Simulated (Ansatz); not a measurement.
Reaction (atomization): `FC[SiH2][SiH3]` → C• + F• + 7 H• + 2 Si•

Gas-phase electronic energies from Ansatz, PBE0-D4/def2-TZVP geometries. CCSD(T)/CBS adds triple-zeta CCSD(T) − MP2 to the extrapolated MP2 energy (def2 sets, frozen cores). This one scheme is used for every species, atoms too. DFT in def2-TZVPP. No spin–orbit coupling; open shells (•) take unrestricted orbitals. Spin–orbit coupling would lower the free atoms: a little for C, F, Si. Each species was taken in one conformer, which may not be the lowest.

Task: What is ΔE at CCSD(T)/CBS? (Estimate.)

Result: Ansatz gave: +3512.0 kJ/mol.

Task: What do these levels give: r2SCAN-D4, ωB97M-V, B2PLYP, HF/def2-TZVPP, CCSD(T)/def2-TZVPP, MP2/CBS(def2)? (Best estimate.)

Result: The calculation gave: r2SCAN-D4 3509.3, ωB97M-V 3511.3, B2PLYP 3460.7, HF/def2-TZVPP 2634.9, CCSD(T)/def2-TZVPP 3424.5, MP2/CBS(def2) 3509.8 kJ/mol.

Largest T1 diagnostic among the species: 0.012.

In def2-TZVPP, CCSD(T) changes the Hartree–Fock value by +789.6 kJ/mol (the triples alone add +35.9 kJ/mol) and MP2 by +787.5 kJ/mol; breaking electron pairs costs correlation energy, which Hartree–Fock lacks. From PBE to PBE0 (25 % exact exchange), in def2-TZVPP and without D4, ΔE moves by −29.7 kJ/mol: exact exchange takes away binding that semilocal exchange gives to molecules.

For atomizations the MP2-based limit and the directly extrapolated one differ by several kJ/mol either way, and by 10 to 25 for some Ge, Se and Sn compounds, so smaller differences from it don't rank the levels.
